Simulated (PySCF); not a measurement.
Geometries of 2 isomers of CH6NPSi, from PBE0-D3(BJ)/def2-SVP geometry optimisation, gas phase (PySCF). One conformer each, no zero-point energy, no frequencies.

Question: Which isomer lies lower at this level?
A.
```xyz
10
angstrom
N     -2.083   -1.158   -0.027
C     -1.129   -0.581   -0.641
Si    -0.125    0.911   -0.030
P      1.967    0.329    0.619
H     -2.285   -0.682    0.862
H     -0.837   -1.021   -1.616
H      0.012    1.935   -1.110
H     -0.846    1.495    1.144
H      2.236   -0.356   -0.607
H      1.523   -0.853    1.289
```
B.
```xyz
10
angstrom
C      1.853   -0.526    0.311
N      0.908    0.053    0.915
Si    -0.493    0.765    0.133
P     -2.290   -0.304    0.991
H      2.697   -0.961    0.878
H      1.919   -0.644   -0.794
H     -0.403    0.681   -1.366
H     -0.576    2.197    0.539
H     -2.048   -1.491    0.230
H     -3.171    0.245    0.006
```

Answer: B. That is `C=N[SiH2]P`, 8.7 kcal/mol below the other.

| SMILES | atoms numbered as above | E (Eh) | relative (kcal/mol) | relative (kJ/mol) | dipole (D) |
| --- | --- | --- | --- | --- | --- |
| C=N[SiH2]P | [CH2:1]=[N:2][SiH2:3][PH2:4] | -726.66630 | 0.0 | 0.0 | 2.17 |
| [H]/N=C\[SiH2]P | [H]/[N:1]=[CH:2]\[SiH2:3][PH2:4] | -726.65247 | 8.7 | 36.3 | 0.88 |

As drawn, the higher has an N–H bond and an Si–C bond, which the lower lacks.
